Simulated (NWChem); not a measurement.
System: C₂H₄F₂OSi; SMILES FC(F)=CO[SiH3]

Excerpt of the output:

```
             Northwest Computational Chemistry Package (NWChem) 7.3.0
             --------------------------------------------------------

                             Geometry "geometry" -> ""
                             -------------------------

 Output coordinates in angstroms (scale by  1.889725989 to convert to a.u.)

  No.       Tag          Charge          X              Y              Z
 ---- ---------------- ---------- -------------- -------------- --------------
    1 F                    9.0000     1.09672000    -1.66561000     0.54042400
    2 C                    6.0000    -0.10436800    -1.39719000     0.09550900
    3 F                    9.0000    -0.88608900    -2.45151700     0.13748400
    4 C                    6.0000    -0.50418600    -0.21132900    -0.36165100
    5 O                    8.0000     0.34585300     0.83871200    -0.44749200
    6 Si                  14.0000    -0.00260300     2.38943500     0.09628300
    7 H                    1.0000    -1.53438300    -0.10481300    -0.71756300
    8 H                    1.0000    -1.26558800     2.87014700    -0.54275400
    9 H                    1.0000     1.15160800     3.22686000    -0.31704100
   10 H                    1.0000    -0.17035700     2.40364100     1.57968200

 Effective nuclear repulsion energy (a.u.)     292.5058687985

  xc_inp: hfexch multiplicative factor not found.

                                 NWChem DFT Module
                                 -----------------

 Summary of "ao basis" -> "ao basis" (spherical)
 ------------------------------------------------------------------------------
       Tag                 Description            Shells   Functions and Types
 ---------------- ------------------------------  ------  ---------------------
 F                           6-31g*                  6       14   3s2p1d
 C                           6-31g*                  6       14   3s2p1d
 O                           6-31g*                  6       14   3s2p1d
 Si                          6-31g*                  8       18   4s3p1d
 H                           6-31g*                  2        2   2s

            General Information
            -------------------
          SCF calculation type: DFT
          Wavefunction type:  closed shell.
          No. of atoms     :    10
          No. of electrons :    56
           Alpha electrons :    28
            Beta electrons :    28
          Charge           :     0
          Spin multiplicity:     1
          Use of symmetry is: off; symmetry adaption is: off
          Maximum number of iterations: 150
          AO basis - number of functions:    96
                     number of shells:    46
          Convergence on energy requested:  1.00D-06
          Convergence on density requested:  1.00D-05
          Convergence on gradient requested:  5.00D-04

              XC Information
              --------------
                     Hartree-Fock (Exact) Exchange  1.000

      Superposition of Atomic Density Guess
      -------------------------------------

 Sum of atomic energies:        -639.62976225

      Non-variational initial energy
      ------------------------------

 Total energy =    -641.920552
 1-e energy   =   -1467.611588
 2-e energy   =     533.185167
 HOMO         =      -0.202567
 LUMO         =       0.044119

     ---------------------------------------------
      Total Density - Mulliken Population Analysis
     ---------------------------------------------

    Atom       Charge   Shell Charges
 -----------   ------   -------------------------------------------------------
    1 F    9     9.43   2.00  0.94  3.38  1.01  2.09  0.01
    2 C    6     4.89   2.00  0.64  1.42  0.31  0.42  0.10
    3 F    9     9.43   2.00  0.94  3.38  1.01  2.09  0.01
    4 C    6     6.13   2.00  0.69  1.89  0.50  0.98  0.06
    5 O    8     8.83   2.00  0.92  3.09  0.91  1.89  0.02
    6 Si  14    13.28   2.00  2.00  5.97  0.93  1.50  0.30  0.41  0.16
    7 H    1     0.79   0.46  0.33
    8 H    1     1.08   0.47  0.60
    9 H    1     1.07   0.47  0.59
   10 H    1     1.08   0.47  0.60

   convergence    iter        energy       DeltaE   RMS-Dens  Diis-err
 ---------------- ----- ----------------- --------- --------- ---------
 d= 0,ls=0.0,diis     1   -640.5783635360 -9.33D+02  7.21D-03  9.33D-01
 d= 0,ls=0.0,diis     2   -640.6646699296 -8.63D-02  2.93D-03  2.79D-01
 d= 0,ls=0.0,diis     3   -640.6912194869 -2.65D-02  8.38D-04  9.86D-03
 d= 0,ls=0.0,diis     4   -640.6927161475 -1.50D-03  2.66D-04  5.43D-04
 d= 0,ls=0.0,diis     5   -640.6928222360 -1.06D-04  8.50D-05  6.63D-05
  Resetting Diis
 d= 0,ls=0.0,diis     6   -640.6928350015 -1.28D-05  5.03D-05  9.85D-06
 d= 0,ls=0.0,diis     7   -640.6928377111 -2.71D-06  9.48D-06  6.69D-07
 d= 0,ls=0.0,diis     8   -640.6928378889 -1.78D-07  5.13D-06  1.79D-07

         Total DFT energy =     -640.692837888903
      One electron energy =    -1469.239003595645
           Coulomb energy =      596.681314364623
    Exchange-Corr. energy =      -60.641017456365
 Nuclear repulsion energy =      292.505868798485

 Numeric. integr. density =        0.000000000000

                       DFT Final Molecular Orbital Analysis
                       ------------------------------------

 Vector   26  Occ=2.000000D+00  E=-4.901141D-01
              MO Center=  3.8D-01,  2.6D+00,  2.0D-01, r^2= 2.6D+00
   Bfn.  Coefficient  Atom+Function         Bfn.  Coefficient  Atom+Function
  ----- ------------  ---------------      ----- ------------  ---------------
    94      0.326870   9 H  s                77      0.277715   6 Si px
    93      0.251231   9 H  s                96     -0.243596  10 H  s
    79     -0.235205   6 Si pz               95     -0.189907  10 H  s
    59     -0.144832   5 O  px               63     -0.118960   5 O  px
    73     -0.111727   6 Si px               78      0.100503   6 Si py

 Vector   27  Occ=2.000000D+00  E=-4.733171D-01
              MO Center= -4.1D-01,  1.9D+00, -4.5D-02, r^2= 3.0D+00
   Bfn.  Coefficient  Atom+Function         Bfn.  Coefficient  Atom+Function
  ----- ------------  ---------------      ----- ------------  ---------------
    92      0.321660   8 H  s                59      0.261278   5 O  px
    96     -0.236882  10 H  s                91      0.227795   8 H  s
    63      0.218178   5 O  px               79     -0.210538   6 Si pz
    61      0.199381   5 O  pz               77     -0.186424   6 Si px
    65      0.171749   5 O  pz               95     -0.161588  10 H  s

 Vector   28  Occ=2.000000D+00  E=-3.533996D-01
              MO Center= -2.0D-01, -6.0D-01, -1.3D-01, r^2= 2.1D+00
   Bfn.  Coefficient  Atom+Function         Bfn.  Coefficient  Atom+Function
  ----- ------------  ---------------      ----- ------------  ---------------
    19      0.349330   2 C  pz               47      0.339115   4 C  pz
    51      0.292116   4 C  pz               65     -0.258262   5 O  pz
    61     -0.256662   5 O  pz               23      0.208123   2 C  pz
    33     -0.169006   3 F  pz                5     -0.165277   1 F  pz
     9     -0.153067   1 F  pz               37     -0.153353   3 F  pz

 Vector   29  Occ=0.000000D+00  E= 1.272872D-01
              MO Center= -5.7D-02,  2.7D+00,  2.1D-01, r^2= 4.5D+00
   Bfn.  Coefficient  Atom+Function         Bfn.  Coefficient  Atom+Function
  ----- ------------  ---------------      ----- ------------  ---------------
    82      1.230866   6 Si py               62      0.507137   5 O  s
    94     -0.372752   9 H  s                83      0.350419   6 Si pz
    96     -0.236389  10 H  s                48      0.226765   4 C  s
    64      0.193875   5 O  py               92     -0.194059   8 H  s
    78      0.168607   6 Si py               50      0.158313   4 C  py

 Vector   30  Occ=0.000000D+00  E= 1.772714D-01
              MO Center= -1.5D-01,  1.2D+00,  3.3D-01, r^2= 5.8D+00
   Bfn.  Coefficient  Atom+Function         Bfn.  Coefficient  Atom+Function
  ----- ------------  ---------------      ----- ------------  ---------------
    81      1.329235   6 Si px               92      0.858204   8 H  s
    94     -0.774525   9 H  s                51     -0.418224   4 C  pz
    23      0.293688   2 C  pz               19      0.260001   2 C  pz
    20      0.223211   2 C  s                22      0.221851   2 C  py
    90     -0.194523   7 H  s                80     -0.189158   6 Si s

 Vector   31  Occ=0.000000D+00  E= 1.938819D-01
              MO Center=  6.9D-02,  2.4D+00, -4.4D-01, r^2= 4.8D+00
   Bfn.  Coefficient  Atom+Function         Bfn.  Coefficient  Atom+Function
  ----- ------------  ---------------      ----- ------------  ---------------
    83      1.581181   6 Si pz               96     -1.132260  10 H  s
    92      0.573625   8 H  s                94      0.556578   9 H  s
    82     -0.477352   6 Si py               20      0.296722   2 C  s
    65     -0.239350   5 O  pz               48     -0.168359   4 C  s
    61     -0.129295   5 O  pz               49     -0.125260   4 C  px

     ---------------------------------------------
      Total Density - Mulliken Population Analysis
     ---------------------------------------------

    Atom       Charge   Shell Charges
 -----------   ------   -------------------------------------------------------
    1 F    9     9.38   2.00  0.93  3.30  1.05  2.09  0.02
    2 C    6     5.17   2.00  0.65  1.80  0.23  0.36  0.13
    3 F    9     9.39   2.00  0.93  3.30  1.05  2.10  0.02
    4 C    6     5.97   2.00  0.65  1.96  0.44  0.84  0.08
    5 O    8     8.78   2.00  0.87  2.93  1.00  1.96  0.02
    6 Si  14    13.07   2.00  2.00  5.98  0.88  1.66  0.16  0.15  0.25
    7 H    1     0.78   0.52  0.26
    8 H    1     1.16   0.50  0.66
    9 H    1     1.14   0.50  0.64
   10 H    1     1.15   0.50  0.65

     -------------------------------------------
      Total Density - Lowdin Population Analysis
     -------------------------------------------

    Atom       Charge   Shell Charges
 -----------   ------   -------------------------------------------------------
    1 F    9     9.11   1.99  0.92  3.18  0.80  2.17  0.04
    2 C    6     5.76   1.98  0.49  1.63  0.35  1.00  0.30
    3 F    9     9.12   1.99  0.92  3.18  0.80  2.18  0.04
    4 C    6     6.10   1.99  0.51  1.80  0.39  1.24  0.17
    5 O    8     8.39   1.99  0.82  2.81  0.66  2.07  0.05
    6 Si  14    13.45   2.00  1.98  5.89  0.63  1.54  0.37  0.70  0.34
    7 H    1     0.85   0.49  0.36
    8 H    1     1.08   0.51  0.58
    9 H    1     1.07   0.50  0.56
   10 H    1     1.08   0.51  0.57

     Multipole analysis of the density
     ---------------------------------

     L   x y z        total         alpha         beta         nuclear
     -   - - -        -----         -----         ----         -------
     0   0 0 0     -0.000000    -28.000000    -28.000000     56.000000

     1   1 0 0     -0.527540      0.533679      0.533679     -1.594897
     1   0 1 0      0.697109     -1.401675     -1.401675      3.500460
     1   0 0 1      0.013833     -2.142335     -2.142335      4.298503

     2   2 0 0    -31.125290    -61.540793    -61.540793     91.956297
     2   1 1 0     -0.305110    -12.102603    -12.102603     23.900096
     2   1 0 1      0.580981     -8.965935     -8.965935     18.512850
     2   0 2 0    -30.108056   -374.011113   -374.011113    717.914170
     2   0 1 1      0.876320     18.234597     18.234597    -35.592873
     2   0 0 2    -31.094910    -31.216013    -31.216013     31.337116

                     NWChem Electrostatic Potential Fit Module
                     -----------------------------------------

 Atom parameters

 Number of atoms is                                   10
 Number of basis functions is                         96

 Grid parameters

 Maximum number of grid points is                  44108
 Number of grid points is                          44107
 Grid range                                     0.300000 nm
 Grid spacing                                   0.020000 nm
 Probe radius                                   0.070000 nm
 Atom radius factor                             1.000000

 Atomic radii

    1    0.100000
    6    0.147000
    8    0.136000
    9    0.128000
   14    0.187000
 FASTESP  F
  using M.O. file = ./job.movecs

    Atom              Coordinates                           Charge

                                                  ESP

    1 F     0.109672   -0.166561    0.054042   -0.174514
    2 C    -0.010437   -0.139719    0.009551    0.475084
    3 F    -0.088609   -0.245152    0.013748   -0.217871
    4 C    -0.050419   -0.021133   -0.036165   -0.171956
    5 O     0.034585    0.083871   -0.044749   -0.376190
    6 Si   -0.000260    0.238944    0.009628    0.759488
    7 H    -0.153438   -0.010481   -0.071756    0.156840
    8 H    -0.126559    0.287015   -0.054275   -0.149970
    9 H     0.115161    0.322686   -0.031704   -0.146819
   10 H    -0.017036    0.240364    0.157968   -0.154093
                                            ------------
                                                0.000000

 Dipole moment                                  0.938885

 Quadrupole moment Qxx                          1.108110
                   Qyy                         -3.199516
                   Qzz                          2.091406

 RMS deviation kJ/mol                           0.062713

 RRMS %                                        36.072966
```

Level: Hartree-Fock/6-31G* (spherical d). Coordinates come from a PBE0/def2-SVP optimisation.

**Question.** Write an input that gives this output.

**Answer.** This is not unique; one that fits is the input that was run:
```
start job
memory heap 200 mb stack 900 mb global 1100 mb
geometry units angstroms noautosym nocenter noautoz
  F      1.096720    -1.665610     0.540424
  C     -0.104368    -1.397190     0.095509
  F     -0.886089    -2.451517     0.137484
  C     -0.504186    -0.211329    -0.361651
  O      0.345853     0.838712    -0.447492
  Si    -0.002603     2.389435     0.096283
  H     -1.534383    -0.104813    -0.717563
  H     -1.265588     2.870147    -0.542754
  H      1.151608     3.226860    -0.317041
  H     -0.170357     2.403641     1.579682
end
basis spherical
  F library 6-31g*
  C library 6-31g*
  O library 6-31g*
  Si library 6-31g*
  H library 6-31g*
end
dft
  xc hfexch
  iterations 150
  mulliken
end
task dft energy
esp
  recalculate
  probe 0.07
  range 0.3
  factor 1.0
  spacing 0.02
end
task esp
```
